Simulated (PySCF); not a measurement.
Structure problem from calculated spectra and properties.

Formula: C10H9BO2.

- Polarisability: 136.4 au [CAM-B3LYP/def2-SVPD]
- 13C NMR: chemical shifts (computed TMS as zero) by class: 151.1 (1 C), 131.6 (1 C), 130.6 (1 C), 126.3 (1 C), 123.5 (1 C), 109.6 (1 C), 81.8 (1 C), 79.3 (1 C), 73.4 (1 C), 23.0 (1 C) ppm [GIAO KT2/pcSseg-1]
- NMR, other nuclei: isotropic shieldings of nuclei other than C and H, by class: 72 (1 B), 183 (1 O), 230 (1 O) ppm [GIAO KT2/pcSseg-1]
- Couplings: largest of the computed one-bond spin–spin couplings (means over like bonds): 13C–1H +275.2, 13C–1H +167.3, 13C–1H +166.5, 13C–1H +153.3 (×2), 13C–1H +133.4 (×3), 13C–11B +88.6, 17O–1H -81.4, 17O–11B -10.1 Hz [B3LYP/pcJ-1, spin–dipole term left out for some pairs]
- UV, strongest line: among the 10 lowest singlet transitions: S4 at 6.12 eV (203 nm, f = 0.476) [TDDFT CAM-B3LYP/def2-SVPD]
- UV, first state: lowest singlet excitation: 4.80 eV (258 nm, f = 0.066) [TDDFT CAM-B3LYP/def2-SVPD]
- 1H NMR: chemical shifts (computed TMS as zero) by class: 7.48 (1 H), 7.25 (1 H), 5.14 (2 H), 4.02 (1 H), 3.46 (1 H), 2.39 (3 H) ppm [GIAO KT2/pcSseg-1]
- Triplet: lowest triplet excitation (Tamm–Dancoff): 3.45 eV [TDA CAM-B3LYP/def2-SVPD]
- Dipole: 0.86 D [CAM-B3LYP/def2-SVPD]
- Rotational structure: rotational constants A, B, C: 0.994, 0.743, 0.427 GHz [PBE0-D3(BJ)/def2-SVP]

The electronic properties come from PySCF, for the isolated species, density fitting. Levels stand in brackets. NMR shifts are as computed; neighbouring signals can stand in another order in a measured spectrum. Isolated species at its PBE0-D3(BJ)/def2-SVP geometry (one conformer only). NMR values are class means; diastereotopic atoms form classes of their own.

Question: Propose a structure and show how it fits.

Answer: Numbering: `[CH:1]#[C:2][c:3]1[cH:4][c:5]([CH3:6])[cH:7][c:8]2[c:9]1[CH2:10][O:11][B:12]2[OH:13]`. 10 carbons fall into 10 classes; from least to most shielded: substituted aromatic carbon [C9] (151.1 ppm), substituted aromatic carbon [C5] (131.6 ppm), aromatic CH carbon [C4] (130.6 ppm), aromatic CH carbon [C7] (126.3 ppm), substituted aromatic carbon [C8] (123.5 ppm), substituted aromatic carbon [C3] (109.6 ppm), terminal alkyne carbon [C1] (81.8 ppm), alkyne carbon [C2] (79.3 ppm), ring sp3 carbon bound to oxygen [C10] (73.4 ppm), benzylic-type carbon [C6] (23.0 ppm). Hydrogen classes from least to most shielded: 1 H on an aromatic CH carbon, C7 (7.48 ppm), 1 H on an aromatic CH carbon, C4 (7.25 ppm), 2 H on an sp3 carbon bound to oxygen, C10 (5.14 ppm), 1 H on a boron-bound oxygen, O13 (4.02 ppm), 1 H on a terminal alkyne carbon, C1 (3.46 ppm), 3 H on a benzylic-type carbon, C6 (2.39 ppm). The other shieldings belong to: 72 ppm, three-coordinate boron [B12]; 183 ppm, boron-bound oxygen [O11]; 230 ppm, boron-bound oxygen [O13]. The couplings run between: +275.2 Hz, terminal alkyne carbon [C1] and its hydrogen; +167.3 Hz, aromatic CH carbon [C7] and its hydrogen; +166.5 Hz, aromatic CH carbon [C4] and its hydrogen; +153.3 Hz, sp3 carbon bound to oxygen [C10] and its hydrogen (with 1 like pair); +133.4 Hz, benzylic-type carbon [C6] and its hydrogen (with 2 like pairs); +88.6 Hz, substituted aromatic carbon [C8] and three-coordinate boron [B12]; -81.4 Hz, boron-bound oxygen [O13] and its hydrogen; -10.1 Hz, boron-bound oxygen [O13] and three-coordinate boron [B12]. By its constants the optimised geometry is an asymmetric top. Structure: `c1c2B(OCc2c(cc1C)C#C)O`. The assignments are read from this structure; whether some other isomer fits the data as well wasn't checked.

The values belong to the conformer `[CH:1]#[C:2][c:3]1[cH:4][c:5]([CH3:6])[cH:7][c:8]2[c:9]1[CH2:10][O:11][B:12]2[OH:13]`: H–O13–B12–O11 0°.
